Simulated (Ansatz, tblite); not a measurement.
Forces on Be2Te2 at its PBE0-D4/def2-TZVP geometry. The state is a singlet with charge 0.

In the def2 sets Te takes a core potential; there is no spin–orbit coupling. The xTB rows come from tblite. The structure comes from a short search, and lower isomers may exist.

GFN1-xTB (tblite), largest force 1.62 eV/Å:

```xyz
4
positions Å, forces eV/Å
Be    0.803   -0.641   -0.185    0.983   -0.785   -0.226
Be   -0.803    0.641    0.185   -0.983    0.785    0.226
Te    1.098    0.982    1.366    0.887    0.793    1.103
Te   -1.098   -0.982   -1.366   -0.887   -0.793   -1.103
```

GFN2-xTB (tblite), largest force 0.88 eV/Å:

```
Be -0.147 0.117 0.034
Be 0.147 -0.117 -0.034
Te 0.481 0.430 0.598
Te -0.481 -0.430 -0.598
```

r2SCAN-D4/def2-TZVP (Ansatz), largest force 0.15 eV/Å:

```
Be -0.028 0.022 0.006
Be 0.028 -0.022 -0.006
Te 0.081 0.073 0.101
Te -0.081 -0.073 -0.101
```
